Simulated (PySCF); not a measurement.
Question: What does the GFN2-xTB structure of `[Si](F)(F)(F)F` look like in three dimensions?

Answer: 
```
atom  x, y, z in Å
F1    -1.2553   -0.0276   -0.9368
Si2    0.0018    0.0006   -0.0035
F3     1.2902   -0.2576   -0.8553
F4     0.1069    1.4008    0.6899
F5    -0.1350   -1.1134    1.0885
```

Any rigid rotation of these coordinates is as good. Atoms count from 1 in this order. Si2 (fluorine-bound silicon) is tetrahedral (angles from 109.4° to 109.5°). All 4 F–Si bonds measure 1.566 Å.

Bonds between heavy atoms (Å): F1–Si2 1.566, Si2–F3 1.566, Si2–F4 1.566, Si2–F5 1.566.

Structure optimised with GFN2-xTB, isolated species.

Point group: Td (every atom within 0.08 Å of its image). Not checked by GFN2-xTB frequencies.

The numbers are calculated, not measured.

---

Problem. Write Cartesian coordinates for `[OH][Cu]<-[AsH3]` (Cu(AsH3)(OH)) as optimised with PBE0-D3(BJ)/def2-SVP. (Singlet state.)

Solution. 
```
atom  x, y, z in Å
Cu1   -0.023    0.073   -1.052
As2   -0.085    0.101    1.202
H3     1.198   -0.011    1.995
H4    -0.859   -0.954    1.959
H5    -0.648    1.302    1.928
O6    -0.014    0.130   -2.832
H7     0.431   -0.640   -3.200
```

Any rigid rotation of these coordinates is as good. Atoms count from 1 in this order. As2 (arsenic bonded to Cu and 3 H) has angles from 96.8° to 120.4°.

Bonds between heavy atoms (Å): Cu1–As2 2.254, Cu1–O6 1.782.

Method: PBE0-D3(BJ)/def2-SVP geometry optimisation, gas phase in PySCF 2.14.0.

Point group: near Cs, missed by 0.10 Å at most; the miss may be what the optimiser left on a soft mode. PBE0-D3(BJ)/def2-SVP frequencies: not computed here.
